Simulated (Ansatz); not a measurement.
# Which is lower?

Two relaxed structures of NaGaH$_{2}$, closed shell (PBE0-D4/def2-TZVP; forces vanish, vibrations not checked).

A:

```
atom    x (Å)    y (Å)    z (Å)
 Na1  -2.1309   0.8052  -1.2365
 Ga2   0.1859  -0.0693   0.1080
  H3   0.6557  -1.5984   0.3052
  H4   1.2892   0.8624   0.8233
```

B:

```
4
angstrom
Na 1.3937 -0.5295 0.8087
Ga -1.0614 0.4034 -0.6159
H -0.2958 -1.1851 -0.2439
H 0.3134 1.1786 0.2541
```

Ansatz 0.2.0; basis: def2-TZVPP; cores frozen in the correlated methods. Filled d shells of the heavier atoms are correlated. The outer core shell of Li, Na, Mg and K is correlated. The def2 sets are not built for correlating such inner shells, so the correlated values are less sure here. B3LYP uses VWN-RPA correlation.

**Question.** Which structure is lower at CCSD(T), and by how much? (An estimate is asked for; the value comes from the calculation.)

**Answer.** The calculation gives: B, by 0.038 eV (electronic energy, against the other); a gap this small isn't resolved in one triple-zeta basis. By their contacts, A is NaGaH₂ ([Na][GaH2]) and B is NaGaH₂ ([H]1[Na]2[H][Ga]12).

**Question.** Do the other methods give the same order? (Judge from chemistry; the calculation decides.)

**Answer.** By the calculation: Not all: HF, MP2 give the other order.

```csv
method,E(B) − E(A) (eV)
PBE-D4,-0.130
r2SCAN-D4,-0.105
PBE0-D4,-0.065
B3LYP-D4,-0.158
wB97M-V,-0.092
HF,0.029
MP2,0.025
CCSD,-0.027
CCSD(T),-0.038
```

The T1 diagnostic stays at or below 0.014. The restricted Hartree–Fock reference is unstable towards an unrestricted one at one or more of these structures.

Labels in which every atom is bracketed show which atoms are joined, not bond orders.

For scale, one of the runs: CCSD(T)/def2-TZVPP, 108 basis functions, launched by `ansatz run in.yaml --threads 2 --pin off --events-out ev --progress --plain --max-ram 4352MiB`. Hardware: 2 CPU threads of an Arm Neoverse V1, shared host. Wall time about 7 s.
